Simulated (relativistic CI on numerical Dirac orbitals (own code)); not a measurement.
Ti4+ in a cubic cluster: L2,3 absorption with charge transfer

Computed with a charge-transfer multiplet model of a cubic metal-ligand cluster with up to 2 ligand holes, Slater and spin-orbit integrals from Dirac-Coulomb-Breit ions, Slater integrals scaled by 0.8. The ground state mixes d0 with configurations of k ligand holes L, whose averages lie at kΔ + k(k − 1)U_dd/2; a core hole lowers each added d electron by U_cd. 20 K, Lorentzian 0.4 eV and Gaussian 0.3 eV FWHM.

Atomic integrals in eV (Slater integrals scaled, ζ unscaled), ground: F2dd 6.578, F4dd 4.090, zeta_d 0.013; with the core hole: F2dd 6.578, F4dd 4.090, zeta_d 0.032, zeta_core 3.741, F2cd 5.066, G1cd 3.785, G3cd 2.149. Where a configuration has fewer than two d electrons, the dd integrals are those of d2.

Cluster parameters (eV): U_dd = 4.1, U_cd = 5.1, 10Dq = 1.35, 10Dq(ligand) = 0.7, V(eg) = 2.45, V(t2g) = -1.22, final-state hopping factor = 1.

| Case | n_d | d0 | d1L | d2L2 | S |
| --- | --- | --- | --- | --- | --- |
| Δ = 1.1 eV | 0.84 | 0.32 | 0.52 | 0.16 | 0.00 |
| Δ = 2.1 eV | 0.74 | 0.38 | 0.50 | 0.12 | 0.00 |
| Δ = 3.1 eV | 0.65 | 0.44 | 0.46 | 0.10 | 0.00 |

Weights, n_d and S are thermal averages at 20 K. Photon energies count from the first peak over 30 % of the highest in each spectrum, which can be another peak from case to case. The parameters are a model scan and need not match a compound or its usual spin state. Peaks in eV (height, largest 100):
- Δ = 1.1 eV: -0.9 (6), 0.0 (38), 2.1 (90), 5.5 (41), 7.4 (78), 8.0 (100)
- Δ = 2.1 eV: -0.9 (5), 0.0 (35), 2.2 (95), 5.5 (42), 7.6 (100)
- Δ = 3.1 eV: 0.0 (30), 2.1 (93), 3.6 (12), 5.4 (45), 7.7 (100)

Curve for Δ = 3.1 eV (points under 2 left out, the grid thinned):

E (eV), Intensity and a bar:
```
     -2.0        2.2 
     -1.7        3.0 
     -1.4        3.1 
     -1.1        4.8 #
     -0.7        5.3 #
     -0.4       12.2 ###
     -0.1       29.6 #########
      0.2       20.0 ######
      0.5        9.7 ##
      0.8        6.2 #
      1.2        7.5 ##
      1.5       14.3 ####
      1.8       42.6 #############
      2.1       92.7 #############################
      2.4       49.3 ###############
      2.7       19.2 #####
      3.1       11.5 ###
      3.4       11.9 ###
      3.7       12.1 ###
      4.0       11.0 ###
      4.3       12.3 ###
      4.6       15.5 ####
      5.0       26.1 ########
      5.3       41.9 #############
      5.6       40.1 ############
      5.9       25.6 ########
      6.2       19.5 ######
      6.5       21.2 ######
      6.8       35.8 ###########
      7.2       73.3 #######################
      7.5       90.6 ############################
      7.8       95.8 ##############################
      8.1       60.3 ###################
      8.4       34.6 ##########
      8.7       19.0 #####
      9.1       10.1 ###
      9.4        7.3 ##
      9.7        5.4 #
     10.0        4.1 #
     10.3        3.6 
     10.6        3.0 
     11.0        3.2 
     11.3        3.8 #
     11.6        3.5 
     11.9        2.2
```

A d0 ion has no d-d gap: its lowest excitations are ligand-to-metal charge transfer. With the core hole the configuration with one ligand hole lies at Δ + U_dd − U_cd = 0.1, 1.1, 2.1 eV from the one without, in the order of the table; where this is negative the screened configuration lies lower, though the effective hopping of about 5.4 eV (from the holes of the mixed ground state) mixes the two strongly wherever it is as large as the gap.

With at most 2 ligand holes the space is cut while the next configuration still counts, so covalency is underestimated, and a final configuration with one more ligand hole, which can lie low, is missing from the spectra.
